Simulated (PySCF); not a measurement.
# How the method changes the shape and vibrations of B2ClH2O cation

Calculated results; nothing here was measured. They come from PySCF 2.14.0, an open-source quantum chemistry program, on an isolated molecule that a program drew, which may never have been made. The molecule is B2ClH2O cation (charge +1, singlet), drawn as the SMILES string `OB[B+]Cl`.

The geometry was optimised and harmonic frequencies were computed with HF and MP2, all in the cc-pV(D+d)Z basis, for the commonest isotopes, with a restricted reference for singlets and an unrestricted one otherwise, and a frozen core in MP2. Each result is a local minimum of its method.

Geometry at the HF minimum:
```xyz
6
B2ClH2O cation, angstrom
O    -0.1289   -0.2146    1.0573
B     1.0709   -0.1817    0.5322
B     1.6400    1.1384   -0.5051
Cl    2.2710    2.2793   -1.4602
H    -0.7703    0.4679    0.9150
H     1.8818   -1.0326    0.7046
```

Lengths of the bonds as drawn, in Å (atoms numbered as above):
| bond | HF | MP2 |
|---|---|---|
| O1-B2 | 1.310 | 1.330 |
| B2-B3 | 1.773 | 1.754 |
| B3-Cl4 | 1.616 | 1.619 |
| O1-H5 | 0.947 | 0.970 |
| B2-H6 | 1.188 | 1.198 |

Rotational constants, in GHz:
| constant | HF | MP2 |
|---|---|---|
| A | 48.04 | 49.16 |
| B | 2.062 | 2.047 |
| C | 1.977 | 1.966 |

Harmonic frequencies in cm^-1, each column in rising order, so a row needn't be the same motion in every method:
| rank | HF | MP2 |
|---|---|---|
| 1 | 152 | 137 |
| 2 | 237 | 217 |
| 3 | 403 | 394 |
| 4 | 601 | 589 |
| 5 | 644 | 648 |
| 6 | 907 | 882 |
| 7 | 1025 | 979 |
| 8 | 1174 | 1125 |
| 9 | 1293 | 1288 |
| 10 | 1502 | 1439 |
| 11 | 2817 | ? |
| 12 | 4142 | 3832 |

**Estimate the missing MP2 frequency from the HF column.**

A single factor s that minimises the squared misfit of MP2 against s times HF over the other rows is sum(HF x MP2) / sum(HF^2) = 0.9397, with an rms misfit of 36 cm^-1. For rank 11 it gives 0.9397 x 2817 = 2647 cm^-1. The calculation gives 2739 cm^-1, 92 cm^-1 above the estimate. The drawn bonds are on average 0.8 % longer in MP2 than in HF.
